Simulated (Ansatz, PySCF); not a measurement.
C₂H₅O, SMILES [CH2]CO, multiplicity 2. Atoms are numbered in the order given.

```xyz
8

C      1.2344     0.2555     0.0463
C     -0.0379    -0.4845     0.1668
O     -1.1608     0.2650    -0.2547
H      1.3780     0.9355    -0.7850
H      2.0812     0.0151     0.6763
H     -0.0335    -1.3765    -0.4767
H     -0.1678    -0.8524     1.1957
H     -1.1462     1.1007     0.2198
```
Charge 0, spin multiplicity 2.

Geometry: PBE0-D3(BJ)/def2-TZVP. The isomer is the one that the SMILES or the coordinates give; other isomers of the formula were not compared. Other conformers were not sampled.

Two levels are set side by side: PBE-D3(BJ)/def2-TZVP (Ansatz, a first-principles code) and PBE0-D3(BJ)/def2-TZVP (Ansatz). Each level has its own optimised geometry; the coordinates shown are those of the second. Frequencies come from the Hessian of PySCF at each geometry. Differences are taken from unrounded values.

| quantity | PBE0-D3(BJ) |
|---|---|
| mean bond length (Å) | 1.174 |
| bond C1–C2 (Å) | 1.477 |
| bond C2–O3 (Å) | 1.414 |
| bond C1–H4 (Å) | 1.083 |
| bond C1–H5 (Å) | 1.083 |
| bond C2–H6 (Å) | 1.100 |
| bond C2–H7 (Å) | 1.100 |
| bond O3–H8 (Å) | 0.961 |
| highest harmonic wavenumber (cm⁻¹) | 3851 |
| mean harmonic wavenumber (cm⁻¹) | 1594 |
| zero-point energy (kcal/mol) | 41.02 |

Task: What does PBE-D3(BJ) give, and how far is it from PBE0-D3(BJ)? (An estimate is asked for; the answer gives what the named calculation found.)

Result: 
```
quantity                            PBE-D3(BJ)  PBE-D3(BJ) minus PBE0-D3(BJ)
----------------------------------  ----------  ----------------------------
mean bond length (Å)                     1.184                         0.010
bond C1–C2 (Å)                           1.479                         0.002
bond C2–O3 (Å)                           1.436                         0.022
bond C1–H4 (Å)                           1.091                         0.007
bond C1–H5 (Å)                           1.090                         0.007
bond C2–H6 (Å)                           1.108                         0.008
bond C2–H7 (Å)                           1.108                         0.008
bond O3–H8 (Å)                           0.974                         0.013
highest harmonic wavenumber (cm⁻¹)        3671                          -180
mean harmonic wavenumber (cm⁻¹)           1540                           -54
zero-point energy (kcal/mol)             39.62                         -1.40
```

GGA bonds tend to be longer and softer than those of functionals with exact exchange. Differences between two approximate levels are no errors against the true value.
